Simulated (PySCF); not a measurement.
Work out the structure from these simulated measurements.

Formula: C7H6FP.

* NMR, other nuclei: isotropic shieldings of nuclei other than C and H, by class: 280 (1 F), 7 (1 P) ppm [GIAO PBE0/pcSseg-1]
* Polarisability: 105.2 au [CAM-B3LYP/def2-SVPD]
* Dipole: 2.48 D [CAM-B3LYP/def2-SVPD]
* UV, first state: lowest singlet excitation: 4.57 eV (271 nm, f = 0.054) [TDDFT CAM-B3LYP/def2-SVPD]
* 13C NMR: chemical shifts (computed TMS as zero) by class: 185.5 (1 C), 172.7 (1 C), 143.2 (1 C), 137.8 (1 C), 137.4 (1 C), 130.0 (1 C), 119.9 (1 C) ppm [GIAO PBE0/pcSseg-1]
* UV, strongest line: among the 8 lowest singlet transitions: S8 at 6.77 eV (183 nm, f = 0.234) [TDDFT CAM-B3LYP/def2-SVPD]
* Rotational structure: rotational constants A, B, C: 2.418, 1.166, 0.823 GHz [GFN2-xTB]

Gas-phase values; electronic properties from PySCF, density fitting. Levels stand in brackets. One conformer (not necessarily the lowest) at the GFN2-xTB geometry, without solvent, vibrations or thermal averaging. NMR values are class means; diastereotopic atoms form classes of their own.

Question: What is the compound? Reason from the data.

Answer: Numbering: `[CH2:1]=[P:2][c:3]1[cH:4][cH:5][cH:6][cH:7][c:8]1[F:9]`. 7 carbons fall into 7 classes; from least to most shielded: carbon bonded to P and 2 H [C1] (185.5 ppm), aromatic C–F carbon [C8] (172.7 ppm), substituted aromatic carbon [C3] (143.2 ppm), aromatic CH carbon [C4] (137.8 ppm), aromatic CH carbon [C6] (137.4 ppm), aromatic CH carbon [C5] (130.0 ppm), aromatic CH carbon [C7] (119.9 ppm). The other shieldings belong to: 280 ppm, aryl fluorine [F9]; 7 ppm, phosphorus bonded to 2 C [P2]. The optimised geometry has point group C1 and is an asymmetric top. Structure: `C=Pc1ccccc1F`. Computed isomers that give other values at the same levels: `[H]/P=C(/F)c1ccccc1` (13C chemical shifts (computed TMS as zero) by class: 237.2 (1 C), 139.3 (1 C), 137.5 (1 C), 134.2 (2 C), 131.1 (2 C) ppm). The assignments are read from this structure; whether some other isomer fits the data as well wasn't checked.

The values belong to the conformer `[CH2:1]=[P:2][c:3]1[cH:4][cH:5][cH:6][cH:7][c:8]1[F:9]`: C1–P2–C3–C4 -50°.
